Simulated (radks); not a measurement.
Task: Radial electron density D(r) = 4 pi r^2 rho(r) of an atom or ion with 46 electrons. Method: scalar-relativistic Kohn-Sham, MS2 meta-GGA, spin-unpolarised, spherical densities, finite nucleus; meta-GGA in the generalised Kohn-Sham scheme; Fermi nuclear charge, rms radius of each element as measured or else 0.836 A^(1/3) + 0.57 fm; computed with a radial shooting solver on a logarithmic mesh with Libxc functionals.

```
   r/bohr * D(r) (the largest magnitude, 74.1, reaches the edge; | marks zero)
 0.003718 |       *
 0.004259 |         *
  0.00488 |           *
 0.005591 |             *
 0.006405 |                *
 0.007338 |                   *
 0.008407 |                       *
 0.009709 |                           *
  0.01112 |                               *
  0.01274 |                                  *
   0.0146 |                                      *
  0.01673 |                                        *
  0.01916 |                                          *
  0.02196 |                                           *
  0.02516 |                                          *
  0.02882 |                                         *
  0.03302 |                                       *
  0.03783 |                                     *
  0.04334 |                                    *
  0.04965 |                                     *
  0.05689 |                                       *
  0.06518 |                                           *
  0.07467 |                                                *
  0.08555 |                                                    *
  0.09801 |                                                      *
   0.1123 |                                                    *
   0.1286 |                                                *
   0.1474 |                                          *
   0.1689 |                                     *
   0.1935 |                                   *
   0.2216 |                                     *
   0.2539 |                                        *
   0.2909 |                                           *
   0.3333 |                                         *
   0.3819 |                                   *
   0.4375 |                          *
   0.5012 |                  *
   0.5743 |            *
   0.6579 |          *
   0.7598 |           *
   0.8705 |            *
   0.9973 |            *
    1.143 |          *
    1.309 |        *
      1.5 |     *
    1.718 |   *
    1.969 |  *
    2.255 | *
    2.584 |*
     2.96 |*
    3.392 *
    3.886 *
    4.452 *
      5.1 *
    5.843 *
```

What is the nuclear charge?

Result: Z = 46. The innermost maximum, from 1s, lies near gamma/Z bohr with gamma = sqrt(1 - (Z/c)^2) = 0.942, here 0.0205 bohr (found: 0.0223), and its height grows with Z. The density is that of neutral palladium in [Kr] 4d10; the configuration itself is not fixed sharply by these data, and Z only to a few units. D(r) has 4 maxima, at r = 0.0223, 0.0988, 0.298, 0.913 bohr, and minima at 0.0444, 0.193, 0.674 bohr, inside which lie 2.01, 11.12, 28.97 electrons.
